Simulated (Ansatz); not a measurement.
Cl3HMoO2 (`[O]=[Mo]([OH])([Cl])([Cl])[Cl]`). Total charge 0; spin multiplicity 1. Mo takes the def2 core potential. The structure was optimised at the PBE0-D4/def2-TZVP level. It is one conformer, not always the lowest.

```xyz
7

O     0.339   -1.765    0.684
Mo    0.210   -0.191    0.236
O    -1.375   -0.212   -0.723
Cl   -0.848    0.941    1.909
Cl    2.166    0.658    1.055
Cl    1.209    0.113   -1.825
H    -1.701    0.456   -1.336
```

(1) What is the dipole moment at r2SCAN/def2-TZVPP? (Estimate.)

(2) And with PBE, B3LYP, ωB97M-V? (Estimate.)

(3) Give the Mulliken charges with r2SCAN, PBE, B3LYP in def2-TZVPP. (Estimate.)

Answers

(1) Computed: 2.41 D, with components (-1.87, 0.98, -1.16) D in this frame, pointing from negative to positive charge.

(2) Ansatz gave: PBE 2.35 D, B3LYP 2.37 D, ωB97M-V 2.39 D.

(3) The calculation gave: 
| atom | r2SCAN | PBE | B3LYP |
| --- | --- | --- | --- |
| O1 | -0.39 | -0.34 | -0.39 |
| Mo2 | 1.25 | 1.06 | 1.24 |
| O3 | -0.38 | -0.33 | -0.38 |
| Cl4 | -0.24 | -0.21 | -0.23 |
| Cl5 | -0.21 | -0.17 | -0.20 |
| Cl6 | -0.27 | -0.24 | -0.26 |
| H7 | 0.23 | 0.22 | 0.22 |

B3LYP here is the variant with VWN-RPA as its local correlation; programs differ in this.
